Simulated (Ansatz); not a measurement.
Breaking a bond: H₂F₂Si, SMILES F[SiH2]F, singlet. The Si1–F5 bond (Si1 also carries F, H, H; F5 carries nothing else) is pulled apart rigidly from the PBE0/def2-TZVP optimised geometry.

Level of theory: restricted PBE/cc-pVDZ (Ansatz, a first-principles code).

The batch members p0 to p7 hold the bond at 1.20, 1.27, 1.36, 1.42, 1.48, 1.54, 1.59, 1.64 Å.

Ansatz input:

Ansatz 0.2 input:
```yaml
# input.yaml
basis:
  gaussian: { orbitals: cc-pvdz }
hamiltonian:
  xc: pbe
batch:
  members: [p0.yaml, p1.yaml, p2.yaml, p3.yaml, p4.yaml, p5.yaml, p6.yaml, p7.yaml]

# p4.yaml, one of the 8 members of this batch
crystal:
  periodic: [false, false, false]
  atoms:
    - { symbol: Si, position_ang: [0.0, 0.0, 0.0] }
    - { symbol: F, position_ang: [-1.33867675, -0.69405214, -0.49004584] }
    - { symbol: H, position_ang: [0.0, 1.39810863, -0.46805665] }
    - { symbol: H, position_ang: [1.14255144, -0.80571639, -0.46818412] }
    - { symbol: F, position_ang: [0.0, 0.0, 1.48] }
total_charge: 0
magnetization:
  spin_polarized: false
```

Lines of the output on each member:

```
Member 0: Total energy: -13329.37718936 eV, -489.8455767327 hartree
Member 1: Total energy: -13332.42733742 eV, -489.9576676065 hartree
Member 2: Total energy: -13334.90221473 eV, -490.0486176699 hartree
Member 3: Total energy: -13335.92103965 eV, -490.0860587950 hartree
Member 4: Total energy: -13336.58139101 eV, -490.1103262599 hartree
Member 5: Total energy: -13336.97361670 eV, -490.1247402882 hartree
Member 6: Total energy: -13337.14558079 eV, -490.1310598519 hartree
Member 7: Total energy: -13337.20974344 eV, -490.1334177861 hartree
```

The restricted form behind RKS-PBE keeps the bonding electrons paired and can't separate into open-shell fragments.
